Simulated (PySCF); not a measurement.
**How methods differ on the excitation energy of C²⁺**

C²⁺ [He] 2s2 (1S) → C²⁺ [He] 2s1 2p1 (3P), as a difference of total energies. All numbers are calculated (PySCF 2.14, scalar relativity by spin-free X2C-1e, in aug-cc-pVDZ-DK). Correlated levels: valence: 1s2 frozen. The calculations carry no spin-orbit coupling.

```
           method  excitation energy (cm⁻¹)
              UHF                     38006
              LDA                     46528
              PBE                     45663
             PBE0                     45256
           r2SCAN                     41498
            B3LYP                     46304
          wB97X-V                     48305
              M06                     47040
          r2SCAN0                     42239
    MP2 (valence)                     46245
SCS-MP2 (valence)                     48282
```

A first-order spin-orbit estimate (lowest level to lowest level, LS coupling) adds -0.006 eV.
